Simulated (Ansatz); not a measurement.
`[BH2][GaH][F]`. Charge 0, multiplicity 1. Correlated methods include outer-core shells of Ga, which these sets cover unevenly. Scalar relativity is left out up to krypton.

```xyz
6

B    -0.121   -0.025    1.129
Ga    0.017    0.161   -0.937
F     0.905   -1.171   -1.693
H     0.708    0.440    1.855
H    -1.032   -0.603    1.645
H    -0.477    1.199   -1.999
```

(1) Give the diagnostics of a CCSD(T)/def2-TZVPP run (frozen core, Ansatz 0.2.0). (An estimate is asked.)

## Answers

(1) Computed: T1 = 0.0140, largest single amplitude 0.032, largest double 0.033, (T) share of the correlation energy 3.2 %, 11 CCSD cycles. The RHF solution is stable towards an unrestricted one. T1 lies under the customary mark of 0.02 for closed shells.
